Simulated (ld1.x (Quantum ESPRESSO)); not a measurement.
## What one change does to a pseudopotential (Cu (Z = 29), RRKJ)

- Element: Cu
- Generator: ld1.x (Quantum ESPRESSO) 7.5
- Type: norm-conserving RRKJ (Kleinman–Bylander form)
- Functional: LDA (PZ)
- Relativity: scalar-relativistic
- Frozen core: [Ne]
- Valence charge: 19
- Reference configuration: 3s2 3p6 3d8 4s0 4p0 (charge +3)
- Partial waves: 3p (bound): rc 0.90 bohr; 3d (bound): rc 0.70 bohr; 3s (bound): rc 1.10 bohr
- Local potential: the s channel
- Core correction: a·sin(br)/r model core, default radius (core density twice the valence density)
- rho0: 0.01

All-electron outer shells of the reference configuration (LDA (PZ), scalar-relativistic, ld1.x):

| shell | level (eV) | outermost node (bohr) | outermost maximum (bohr) |
| --- | --- | --- | --- |
| 2p | -963.71 | – | 0.16 |
| 3s | -160.16 | 0.29 | 0.61 |
| 3p | -117.73 | 0.26 | 0.62 |
| 3d | -49.25 | – | 0.58 |
| 4s | -34.63 | 0.86 | 1.81 |
| 4p | -26.02 | 0.92 | 2.08 |

Change: reference 3s2 3p6 3d10 4s1 4p0 (4s counted twice).

Cutoffs: the cutoffs (Ry, on a coarse ladder) from which the occupation-weighted sum of valence levels, in a spherical-Bessel basis at the reference potential, stays within 10 and 1 mRy of its value at 400 Ry; they do not see the model core or the augmentation charge, which bear on the density cutoff. Errors are all-electron minus pseudo energies relative to the spin-unpolarised reference configuration.

Q: What does the change do?

A: The miss of the reference levels goes from 0.00 to 0.66 eV; the range in which the s phases agree widens (upper end -4.1 → -0.8); the range in which the p phases agree widens (upper end -0.2 → 3.2); neither file shows a bound ghost. In the changed file ld1.x takes every shell without a wave as core, so the model core holds the 4s electrons as well and exchange and correlation see them twice. This cancels in the reference configuration, but the file is broken for other ones, and its errors say nothing about a proper core correction.

```tsv
quantity	base	changed
cutoff, loose	over 300 Ry	over 300 Ry
cutoff, tight	over 300 Ry	over 300 Ry
bound ghosts	none	none
largest miss of a reference level, eV	0.00	0.66
largest error over its own tests, meV	+1673	-3303
s: phases at 1.19 bohr within 0.05 rad from the reference energy up to (Ry; the scan ends near 5)	-4.1	-0.8
p: phases at 1.19 bohr within 0.05 rad from the reference energy up to (Ry; the scan ends near 5)	-0.2	3.2
d: phases at 1.19 bohr within 0.05 rad from the reference energy up to (Ry; the scan ends near 5)	2.9	to the end of the scan
```
